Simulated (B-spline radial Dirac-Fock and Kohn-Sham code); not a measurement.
# Elastic electron scattering at 10 keV, Cl to Nb

The computed values come from a radial atomic solver: relativistic (Dirac) partial waves in the static field of the Dirac-Fock atom with Furness-McCarthy exchange, without polarisation or absorption potentials. σ_tr1 and σ_tr2 weight the cross section with 1 − P₁ and 1 − P₂ of cos θ; "backward" is the share scattered beyond 90°.

| Z | element | σ (a₀²) | σ_tr1 (a₀²) | σ_tr2 (a₀²) | backward (%) | dσ/dΩ at 90° (a₀²/sr) |
| --- | --- | --- | --- | --- | --- | --- |
| 17 | Cl | 0.908 | 0.0156 | 0.0362 | 0.21 | 0.000597 |
| 18 | Ar | 0.929 | 0.0173 | 0.0398 | 0.24 | 0.000673 |
| 19 | K | 1.22 | 0.0190 | 0.0436 | 0.20 | 0.000753 |
| 19 | K | 1.22 | 0.0190 | 0.0436 | 0.20 | 0.000753 |
| 20 | Ca | 1.45 | 0.0209 | 0.0476 | 0.19 | 0.000837 |
| 21 | Sc | 1.47 | 0.0227 | 0.0515 | 0.21 | 0.000927 |
| 22 | Ti | 1.46 | 0.0245 | 0.0554 | 0.23 | 0.00102 |
| 23 | V | 1.45 | 0.0264 | 0.0593 | 0.26 | 0.00112 |
| 24 | Cr | 1.31 | 0.0283 | 0.0630 | 0.31 | 0.00123 |
| 25 | Mn | 1.42 | 0.0302 | 0.0670 | 0.32 | 0.00134 |
| 26 | Fe | 1.39 | 0.0322 | 0.0708 | 0.35 | 0.00145 |
| 27 | Co | 1.37 | 0.0341 | 0.0746 | 0.39 | 0.00157 |
| 28 | Ni | 1.34 | 0.0361 | 0.0783 | 0.43 | 0.00169 |
| 29 | Cu | 1.21 | 0.0381 | 0.0818 | 0.52 | 0.00182 |
| 30 | Zn | 1.29 | 0.0401 | 0.0856 | 0.53 | 0.00195 |
| 31 | Ga | 1.42 | 0.0422 | 0.0895 | 0.52 | 0.00208 |
| 31 | Ga | 1.42 | 0.0422 | 0.0895 | 0.52 | 0.00208 |
| 32 | Ge | 1.51 | 0.0443 | 0.0934 | 0.52 | 0.00222 |
| 33 | As | 1.58 | 0.0465 | 0.0973 | 0.53 | 0.00235 |
| 34 | Se | 1.64 | 0.0487 | 0.101 | 0.55 | 0.00249 |
| 35 | Br | 1.68 | 0.0509 | 0.105 | 0.58 | 0.00264 |
| 36 | Kr | 1.71 | 0.0532 | 0.109 | 0.60 | 0.00278 |
| 37 | Rb | 2.06 | 0.0555 | 0.113 | 0.53 | 0.00292 |
| 38 | Sr | 2.35 | 0.0579 | 0.117 | 0.49 | 0.00307 |
| 40 | Zr | 2.47 | 0.0627 | 0.126 | 0.53 | 0.00336 |
| 41 | Nb | 2.35 | 0.0651 | 0.129 | 0.58 | 0.00351 |
